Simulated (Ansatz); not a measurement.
`C[N](C)[AlH][SH]`. Charge 0, multiplicity 1. The structure was optimised at the PBE0-D4/def2-TZVP level. It is one conformer, not always the lowest.

```xyz
13

C    -0.801   -0.405    1.010
N     0.220   -0.010    0.074
C     1.545   -0.106    0.642
Al   -0.018    0.543   -1.591
S    -2.005    0.707   -2.495
H    -0.665   -1.445    1.340
H    -0.790    0.226    1.910
H    -1.796   -0.329    0.568
H     1.776   -1.134    0.956
H     1.652    0.537    1.527
H     2.303    0.198   -0.084
H     1.242    0.931   -2.456
H    -2.663    0.287   -1.401
```

(1) What is the dipole moment at PBE/def2-TZVPP? (Estimate.)

(2) And with r2SCAN, B3LYP, ωB97M-V? (Best estimate.)

(3) Give the Mulliken charges with PBE, B3LYP, r2SCAN in def2-TZVPP. (Best estimate.)

Results:

(1) Ansatz gave: 2.14 D, with components (0.43, -0.65, 1.99) D in this frame, pointing from negative to positive charge.

(2) Ansatz gave: r2SCAN 2.19 D, B3LYP 2.10 D, ωB97M-V 2.07 D.

(3) Ansatz gave: 
```tsv
atom	PBE	B3LYP	r2SCAN
C1	-0.18	-0.17	-0.04
N2	-0.15	-0.22	-0.26
C3	-0.18	-0.18	-0.05
Al4	0.33	0.41	0.44
S5	-0.29	-0.30	-0.31
H6	0.08	0.09	0.05
H7	0.08	0.09	0.05
H8	0.07	0.07	0.03
H9	0.08	0.08	0.04
H10	0.08	0.08	0.04
H11	0.09	0.09	0.05
H12	-0.12	-0.14	-0.15
H13	0.11	0.10	0.11
```

B3LYP here is the variant with VWN-RPA as its local correlation; programs differ in this.
